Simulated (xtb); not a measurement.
CH₃F₃OSi, SMILES O[Si](F)(F)CF. All values are semi-empirical tight-binding results from xtb (GFN2-xTB unless named), good for trends rather than for accurate numbers. Coordinates come from a GFN2-xTB optimisation. This is a generated structure with no PubChem entry under its InChIKey; it may be hypothetical. The values are those of a single conformer.

Computed properties:
```
Item                                             Value
---------------------------------------  -------------
orbital gap                                    7.71 eV
dipole moment                                   1.60 D
zero-point energy                        30.2 kcal/mol
G − E(el) at 298.15 K (modified RRHO)     9.8 kcal/mol
static polarisability (D4 model)            58.1 bohr³
solvation energy, GFN2-xTB/ALPB(water)   -5.9 kcal/mol
solvation energy, GFN2-xTB/ALPB(ch2cl2)  -2.7 kcal/mol
```
